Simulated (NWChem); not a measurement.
System: BHCl, doublet; SMILES Cl[BH]

NWChem input:

```
start job
memory heap 200 mb stack 900 mb global 1100 mb
geometry units angstroms noautosym nocenter noautoz
  B      0.132808     1.202989     0.000000
  Cl     0.022959    -0.512221     0.000000
  H     -0.831785     1.928546     0.000000
end
basis spherical
  B library 6-31g*
  Cl library 6-31g*
  H library 6-31g*
end
dft
  odft
  mult 2
  xc b3lyp
  iterations 150
end
property
  hyperfine
end
task dft property
```

Excerpt of the output:

```
             Northwest Computational Chemistry Package (NWChem) 7.3.0
             --------------------------------------------------------

                             Geometry "geometry" -> ""
                             -------------------------

 Output coordinates in angstroms (scale by  1.889725989 to convert to a.u.)

  No.       Tag          Charge          X              Y              Z
 ---- ---------------- ---------- -------------- -------------- --------------
    1 B                    5.0000     0.13280800     1.20298900     0.00000000
    2 Cl                  17.0000     0.02295900    -0.51222100     0.00000000
    3 H                    1.0000    -0.83178500     1.92854600     0.00000000

 Effective nuclear repulsion energy (a.u.)      31.8413141137

                              NWChem Property Module
                              ----------------------

  itol2e modified to match energy
  convergence criterion.

                                 NWChem DFT Module
                                 -----------------

 Summary of "ao basis" -> "ao basis" (spherical)
 ------------------------------------------------------------------------------
       Tag                 Description            Shells   Functions and Types
 ---------------- ------------------------------  ------  ---------------------
 B                           6-31g*                  6       14   3s2p1d
 Cl                          6-31g*                  8       18   4s3p1d
 H                           6-31g*                  2        2   2s

  itol2e modified to match energy
  convergence criterion.

            General Information
            -------------------
          SCF calculation type: DFT
          Wavefunction type:  spin polarized.
          No. of atoms     :     3
          No. of electrons :    23
           Alpha electrons :    12
            Beta electrons :    11
          Charge           :     0
          Spin multiplicity:     2
          Use of symmetry is: off; symmetry adaption is: off
          Maximum number of iterations: 150
          AO basis - number of functions:    34
                     number of shells:    16
          Convergence on energy requested:  1.00D-07
          Convergence on density requested:  1.00D-05
          Convergence on gradient requested:  5.00D-04

              XC Information
              --------------
                         B3LYP Method XC Potential
                     Hartree-Fock (Exact) Exchange  0.200
                        Slater Exchange Functional  0.800 local
                    Becke 1988 Exchange Functional  0.720 non-local
              Lee-Yang-Parr Correlation Functional  0.810
                  VWN I RPA Correlation Functional  0.190 local

             Grid Information
             ----------------
          Grid used for XC integration:  fine
          Radial quadrature: Mura-Knowles
          Angular quadrature: Lebedev.
          Tag              B.-S. Rad. Rad. Pts. Rad. Cut. Ang. Pts.
          ---              ---------- --------- --------- ---------
          B                   0.85       70           7.0       590
          Cl                  1.00      123           8.0       770
          H                   0.35       60           8.0       590
          Grid pruning is: on
          Number of quadrature shells:   253
          Spatial weights used:  Erf1

      Superposition of Atomic Density Guess
      -------------------------------------

 Sum of atomic energies:        -484.47490375

      Non-variational initial energy
      ------------------------------

 Total energy =    -484.863327
 1-e energy   =    -731.072278
 2-e energy   =     214.367638
 HOMO         =      -0.077625
 LUMO         =       0.023486

   convergence    iter        energy       DeltaE   RMS-Dens  Diis-err
 ---------------- ----- ----------------- --------- --------- ---------
 d= 0,ls=0.0,diis     1   -485.5486735696 -5.17D+02  1.65D-02  6.02D-02
                                                     9.62D-03  5.07D-02
 d= 0,ls=0.0,diis     2   -485.5539523075 -5.28D-03  7.16D-03  5.19D-02
                                                     6.75D-03  5.38D-02
 d= 0,ls=0.0,diis     3   -485.5872368297 -3.33D-02  2.29D-03  4.36D-03
                                                     1.84D-03  3.52D-03
 d= 0,ls=0.0,diis     4   -485.5898250927 -2.59D-03  6.76D-04  1.98D-04
                                                     4.51D-04  1.83D-04
 d= 0,ls=0.0,diis     5   -485.5899627824 -1.38D-04  2.12D-04  9.80D-06
                                                     1.31D-04  9.35D-06
  Resetting Diis
 d= 0,ls=0.0,diis     6   -485.5899743126 -1.15D-05  5.53D-05  6.75D-07
                                                     4.31D-05  8.44D-07
 d= 0,ls=0.0,diis     7   -485.5899753321 -1.02D-06  1.27D-05  6.64D-08
                                                     6.33D-06  2.34D-08
 d= 0,ls=0.0,diis     8   -485.5899753863 -5.41D-08  3.41D-06  6.33D-09
                                                     4.92D-06  1.66D-08

         Total DFT energy =     -485.589975386251
      One electron energy =     -731.748178255552
           Coulomb energy =      246.990340797590
    Exchange-Corr. energy =      -32.673452041959
 Nuclear repulsion energy =       31.841314113670

 Numeric. integr. density =       23.000000009245

                    DFT Final Alpha Molecular Orbital Analysis
                    ------------------------------------------

 Vector   10  Occ=1.000000D+00  E=-3.697428D-01
              MO Center=  3.5D-02, -3.3D-01,  2.7D-10, r^2= 1.3D+00
   Bfn.  Coefficient  Atom+Function         Bfn.  Coefficient  Atom+Function
  ----- ------------  ---------------      ----- ------------  ---------------
    23      0.693930  2 Cl pz                27      0.349504  2 Cl pz
    19     -0.271539  2 Cl pz                 5      0.161690  1 B  pz
     9      0.083740  1 B  pz                29      0.028534  2 Cl d -1
    11     -0.026687  1 B  d -1

 Vector   11  Occ=1.000000D+00  E=-3.634297D-01
              MO Center=  1.0D-01, -3.5D-02, -6.5D-10, r^2= 1.9D+00
   Bfn.  Coefficient  Atom+Function         Bfn.  Coefficient  Atom+Function
  ----- ------------  ---------------      ----- ------------  ---------------
    21      0.611642  2 Cl px                25      0.300612  2 Cl px
    22     -0.243656  2 Cl py                17     -0.238338  2 Cl px
     4      0.177717  1 B  py                 6      0.140047  1 B  s
    34      0.122787  3 H  s                  3      0.119346  1 B  px
    26     -0.103184  2 Cl py                 2      0.095834  1 B  s

 Vector   12  Occ=1.000000D+00  E=-2.102092D-01
              MO Center=  3.9D-01,  1.1D+00,  1.4D-10, r^2= 2.0D+00
   Bfn.  Coefficient  Atom+Function         Bfn.  Coefficient  Atom+Function
  ----- ------------  ---------------      ----- ------------  ---------------
     6      0.494024  1 B  s                  3      0.458200  1 B  px
     7      0.330996  1 B  px                21     -0.329224  2 Cl px
    25     -0.247950  2 Cl px                34     -0.202431  3 H  s
     2      0.158233  1 B  s                 22     -0.136466  2 Cl py
     4      0.135780  1 B  py                33     -0.135904  3 H  s

 Vector   13  Occ=0.000000D+00  E=-7.173592D-02
              MO Center=  1.2D-01,  1.0D+00,  2.2D-10, r^2= 2.0D+00
   Bfn.  Coefficient  Atom+Function         Bfn.  Coefficient  Atom+Function
  ----- ------------  ---------------      ----- ------------  ---------------
     9      0.612048  1 B  pz                 5      0.528452  1 B  pz
    23     -0.288345  2 Cl pz                27     -0.288811  2 Cl pz
    19      0.107906  2 Cl pz                29      0.069209  2 Cl d -1

 Vector   14  Occ=0.000000D+00  E= 9.682627D-02
              MO Center= -5.7D-02,  4.0D-01, -5.1D-13, r^2= 3.4D+00
   Bfn.  Coefficient  Atom+Function         Bfn.  Coefficient  Atom+Function
  ----- ------------  ---------------      ----- ------------  ---------------
     6      1.807416  1 B  s                 24     -1.280957  2 Cl s
    26     -1.248957  2 Cl py                 8     -1.121852  1 B  py
    34     -0.478374  3 H  s                  7     -0.385387  1 B  px
     4     -0.356188  1 B  py                22     -0.293147  2 Cl py
    20     -0.291027  2 Cl s                  2      0.167222  1 B  s

 Vector   15  Occ=0.000000D+00  E= 1.688553D-01
              MO Center= -4.3D-01,  1.6D+00, -5.9D-11, r^2= 2.9D+00
   Bfn.  Coefficient  Atom+Function         Bfn.  Coefficient  Atom+Function
  ----- ------------  ---------------      ----- ------------  ---------------
    34      2.235236  3 H  s                  8     -1.205809  1 B  py
     7      1.081365  1 B  px                 6     -1.022158  1 B  s
    24     -0.454100  2 Cl s                 26     -0.345544  2 Cl py
     3      0.343601  1 B  px                25     -0.344300  2 Cl px
     4     -0.297377  1 B  py                 2     -0.128535  1 B  s

                     DFT Final Beta Molecular Orbital Analysis
                     -----------------------------------------

 Vector    9  Occ=1.000000D+00  E=-4.070017D-01
              MO Center= -2.8D-01,  7.6D-01,  3.7D-10, r^2= 2.2D+00
   Bfn.  Coefficient  Atom+Function         Bfn.  Coefficient  Atom+Function
  ----- ------------  ---------------      ----- ------------  ---------------
    22      0.395314  2 Cl py                 4     -0.299851  1 B  py
    21      0.260426  2 Cl px                33     -0.234932  3 H  s
    34     -0.218552  3 H  s                  3      0.199472  1 B  px
    18     -0.156670  2 Cl py                26      0.150455  2 Cl py
    25      0.118549  2 Cl px                17     -0.103074  2 Cl px

 Vector   10  Occ=1.000000D+00  E=-3.680657D-01
              MO Center=  3.2D-02, -3.5D-01, -2.4D-10, r^2= 1.3D+00
   Bfn.  Coefficient  Atom+Function         Bfn.  Coefficient  Atom+Function
  ----- ------------  ---------------      ----- ------------  ---------------
    23      0.699084  2 Cl pz                27      0.355943  2 Cl pz
    19     -0.273554  2 Cl pz                 5      0.146228  1 B  pz
     9      0.073787  1 B  pz                29      0.028026  2 Cl d -1
    11     -0.027748  1 B  d -1

 Vector   11  Occ=1.000000D+00  E=-3.471194D-01
              MO Center=  2.9D-02, -1.5D-01, -1.7D-10, r^2= 1.8D+00
   Bfn.  Coefficient  Atom+Function         Bfn.  Coefficient  Atom+Function
  ----- ------------  ---------------      ----- ------------  ---------------
    21      0.657032  2 Cl px                25      0.342103  2 Cl px
    17     -0.256235  2 Cl px                22     -0.183920  2 Cl py
    34      0.150091  3 H  s                  4      0.130243  1 B  py
    33      0.108782  3 H  s                  6      0.093006  1 B  s
     2      0.081037  1 B  s                 26     -0.079917  2 Cl py

 Vector   12  Occ=0.000000D+00  E=-6.143818D-02
              MO Center=  4.9D-01,  1.2D+00,  2.0D-09, r^2= 1.9D+00
   Bfn.  Coefficient  Atom+Function         Bfn.  Coefficient  Atom+Function
  ----- ------------  ---------------      ----- ------------  ---------------
     6      0.633095  1 B  s                  7      0.389889  1 B  px
     3      0.377849  1 B  px                34     -0.240875  3 H  s
    21     -0.231299  2 Cl px                25     -0.203487  2 Cl px
     8      0.166681  1 B  py                22     -0.140005  2 Cl py
     2      0.130877  1 B  s                 33     -0.119621  3 H  s

[...]

          ----------------------
          Hyperfine Interactions
          ----------------------

 Total Spin Density (Fermi Contact Term)
 ------------------ --------------------
     Atom            x         y         z       Density (a.u.)      Aiso(MHz)     Aiso(Gauss)
     1  11-B      0.25097   2.27332   0.00000       0.389092        558.100219     199.143700
     2  35-Cl     0.04339  -0.96796   0.00000       0.067616         29.647147      10.578821
     3   1-H     -1.57185   3.64442   0.00000       0.026988        120.633996      43.045137

           -------------------------------------------
           Anisotropic Interaction (Spin-Dipolar Term)
           -------------------------------------------

 ------------------------------------------------------------
     Atom            x         y         z
 ------------------------------------------------------------
     1  11-B      0.25097   2.27332   0.00000

   Spin-Dipolar term (a.u.)
        xx             yy             zz             xy             xz             yz
 ------------------------------------------------------------------------------------------
       0.342947      -0.146458      -0.196489       0.182460       0.000000       0.000000

   Principal Comp. of -hf- tensor (au)            Anisotropic -hfcc- (MHz)               Anisotropic -hfcc- (Gauss)
 --------------------------------------------------------------------------------------------------------------------------
      0.403484    -0.206994    -0.196489      69.082359   -35.440495   -33.641865      24.650262   -12.646028   -12.004234

   Orientation of the principal axis of Hyperfine Tensor w.r.t absolute (molecular) frame
 --------------------------------------------------------------------------------------------------------------------------
      0.949125    -0.314901     0.000000
      0.314901     0.949125    -0.000000
      0.000000     0.000000     1.000000

 ------------------------------------------------------------
     Atom            x         y         z
 ------------------------------------------------------------
     2  35-Cl     0.04339  -0.96796   0.00000

   Spin-Dipolar term (a.u.)
        xx             yy             zz             xy             xz             yz
 ------------------------------------------------------------------------------------------
       0.518205      -0.102867      -0.415337       0.464274       0.000000      -0.000000

   Principal Comp. of -hf- tensor (au)            Anisotropic -hfcc- (MHz)               Anisotropic -hfcc- (Gauss)
 --------------------------------------------------------------------------------------------------------------------------
      0.766223    -0.350886    -0.415337      40.102316   -18.364545   -21.737772      14.309480    -6.552915    -7.756564

   Orientation of the principal axis of Hyperfine Tensor w.r.t absolute (molecular) frame
 --------------------------------------------------------------------------------------------------------------------------
      0.882033    -0.471188    -0.000000
      0.471188     0.882033     0.000000
      0.000000    -0.000000     1.000000

 ------------------------------------------------------------
     Atom            x         y         z
 ------------------------------------------------------------
     3   1-H     -1.57185   3.64442   0.00000

   Spin-Dipolar term (a.u.)
        xx             yy             zz             xy             xz             yz
 ------------------------------------------------------------------------------------------
       0.022652       0.006225      -0.028877      -0.022474      -0.000000       0.000000

   Principal Comp. of -hf- tensor (au)            Anisotropic -hfcc- (MHz)               Anisotropic -hfcc- (Gauss)
 --------------------------------------------------------------------------------------------------------------------------
      0.038366    -0.009490    -0.028877      20.470376    -5.063246   -15.407130       7.304327    -1.806689    -5.497638

   Orientation of the principal axis of Hyperfine Tensor w.r.t absolute (molecular) frame
 --------------------------------------------------------------------------------------------------------------------------
      0.819529     0.573037    -0.000000
     -0.573037     0.819529    -0.000000
     -0.000000     0.000000     1.000000
```

Level: B3LYP/6-31G* (spherical d), spin-unrestricted, contact and dipolar terms. In the optimisation the excess spin sits in a' (Cs, its own frame). The geometry was optimised at PBE0/def2-SVP, spin-unrestricted. No stability test was run on the SCF state.
